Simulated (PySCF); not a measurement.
Species: C₆H₅Cl.
SMILES with atom numbers: `[CH:1]#[C:2][C@@H:3]1[C:4](=[CH2:5])[C@H:6]1[Cl:7]` (hydrogens: H8 on C1; H9 on C3; H10, H11 on C5; H12 on C6)

Structure optimised with GFN2-xTB, isolated species.

Q: Give the optimised bond lengths and angles.

A: 
```json
{"bond": "C1≡C2", "length (pm)": "119.8"}
{"bond": "C2–C3", "length (pm)": "143.0"}
{"bond": "C3–C4", "length (pm)": "147.8"}
{"bond": "C4=C5", "length (pm)": "130.7"}
{"bond": "C4–C6", "length (pm)": "145.9"}
{"bond": "C6–Cl7", "length (pm)": "176.6"}
{"bond": "C3–C6", "length (pm)": "152.7"}
{"bond": "C1–H8", "length (pm)": "104.9"}
{"bond": "C3–H9", "length (pm)": "108.5"}
{"bond": "C5–H10", "length (pm)": "107.8"}
{"bond": "C5–H11", "length (pm)": "107.8"}
{"bond": "C6–H12", "length (pm)": "108.2"}
```

A selection of angles:
```json
{"angle": "C2–C1–H8", "degrees": "178.9"}
{"angle": "C1–C2–C3", "degrees": "179.0"}
{"angle": "C2–C3–C4", "degrees": "120.5"}
{"angle": "C2–C3–C6", "degrees": "118.6"}
{"angle": "C2–C3–H9", "degrees": "114.1"}
{"angle": "C4–C3–C6", "degrees": "58.1"}
{"angle": "C4–C3–H9", "degrees": "117.1"}
{"angle": "C6–C3–H9", "degrees": "117.1"}
{"angle": "C3–C4–C5", "degrees": "148.4"}
{"angle": "C3–C4–C6", "degrees": "62.6"}
{"angle": "C5–C4–C6", "degrees": "148.9"}
{"angle": "C4–C5–H10", "degrees": "121.4"}
{"angle": "C4–C5–H11", "degrees": "121.5"}
{"angle": "H10–C5–H11", "degrees": "117.0"}
{"angle": "C4–C6–Cl7", "degrees": "119.6"}
{"angle": "C4–C6–H12", "degrees": "120.3"}
{"angle": "Cl7–C6–H12", "degrees": "111.2"}
{"angle": "C3–C6–C4", "degrees": "59.3"}
{"angle": "C3–C6–Cl7", "degrees": "118.8"}
{"angle": "C3–C6–H12", "degrees": "118.8"}
```

Torsions: C2–C3–C4–C5 75° (synclinal); C3–C4–C6–Cl7 -108° (anticlinal); C2–C3–C6–C4 110° (anticlinal).

The 3-membered ring C3–C4–C6 has internal angles of 58.1° to 62.6°. The C–C distances run from 1.198 Å (C1≡C2, drawn triple) to 1.527 Å (C3–C6, drawn single), a spread of 0.329 Å.

Point group: C1 (no symmetry element, even within 0.4 Å). Not checked by GFN2-xTB frequencies.

These are computed values.
